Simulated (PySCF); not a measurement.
Compound: C7H7O (doublet state).
Z-matrix (Å and degrees, GFN2-xTB geometry), rows numbered from 1:
```
C 
C   1  1.3707
O   2  1.3472  1  111.34
C   3  1.3754  2  106.99  1     0.00
C   4  1.3525  3  121.10  2   180.00
C   5  1.4591  4  147.86  3   179.64
C   5  1.4596  4  149.53  3     0.02
C   1  1.3955  2  106.76  3    -0.00
H   1  1.0716  2  126.16  3   179.90
H   2  1.0720  1  131.69  3   179.94
H   6  1.0829  5  118.92  7  -107.71
H   6  1.0830  5  118.86  7   107.77
H   7  1.0827  5  118.98  6  -107.75
H   7  1.0828  5  118.86  6   107.76
H   8  1.0700  1  128.31  2  -179.91
```

The hyperfine couplings belong to this conformer and change with its torsions.

As a line formula: `C1=COC([C]2CC2)=C1` [radical].

Computed with PySCF, UKS B3LYP, pcH-1 on C H O, non-relativistic, mean-field spin-orbit, GIAO. Geometry: GFN2-xTB, one conformer, isolated molecule. The geometry wasn't refined by DFT: couplings that depend on bond lengths, twists or pyramidal angles can differ widely from those at the functional's own minimum. Stability of the SCF solution: not tested. ⟨S²⟩ is 0.776 where a pure state has 0.75.

Computed for the main isotopes (class means, splittings of 0.05 mT or more): g = 2.0028; H13/H14 1H +56.3 MHz (2.01 mT); H11/H12 1H +53.6 MHz (1.91 mT); H15 1H -25.8 MHz (0.92 mT); H10 1H -24.9 MHz (0.89 mT); H9 1H +5.7 MHz (0.20 mT); 72 first-order lines, 9.86 mT wide.

Q: What changes when 1H at H10 is replaced by 2H?

A: Only the nuclear moment changes in this model. The ratio of g factors is 0.85744/5.58569 = 0.1535, so a goes from -24.9 to -3.8 MHz (0.136 mT). The spin goes from 1/2 to 1, so the 1:1 doublet becomes a 1:1:1 triplet. The spectrum then has 108 first-order lines over 9.24 mT.

Q: Where do the 13C satellites of C5 appear, and how strong are they?

A: a = +58.0 MHz, or 2.07 mT in magnitude, and I = 1/2, so to first order each main line has two satellites, at ±1.03 mT. The isotope's abundance is about 1.07 %, shared among 2 lines, so each has 0.54 % of the main line's intensity.

Q: Give position and intensity of the satellites from 13C at C4.

A: a = -44.1 MHz, or 1.57 mT in magnitude, and I = 1/2, so to first order each main line has two satellites, at ±0.79 mT. The isotope's abundance is about 1.07 %, shared among 2 lines, so each has 0.54 % of the main line's intensity.

Class means assume fast exchange of nuclei equivalent by connectivity; if that motion is slow, each nucleus keeps its own coupling. C6 and C7, with what hangs on them, aren't averaged: C5 is flat or nearly so (angle sum 360°), and its turn about the short C5–C4 bond (1.35 Å) is taken as slow.

Hardware: an Arm Neoverse V1 with one thread (shared host). Cost: 67 s (with the writing of density and orbital grids), 0.96 GiB resident at most.
